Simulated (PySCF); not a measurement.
C3H7NOSi, SMILES C[C@H]1OC=N[SiH2]1.

Geometry: B3LYP-D3(BJ)/def2-SVP. The structure was generated by enumeration; whether it is a known compound was not checked. One conformer was computed; it need not be the lowest.

Computed with PySCF with PBE/def2-TZVP.

The molecule is in vacuum.

Computed frontier levels, gap, dipole moment and polarisability:
The highest occupied level comes out as -6.24 eV and the lowest empty level is -1.12 eV. The orbital gap is 5.12 eV and the dipole moment is 2.05 D. The quadrupole, principal values (traceless, Buckingham form, about the centre of nuclear charge) is -5.43, 0.88, 4.55 D·Å and the mean static polarisability comes out as 70.9 bohr³ (10.50 Å³). The polarisability, principal values comes out as 57.5, 75.9, 79.2 bohr³.
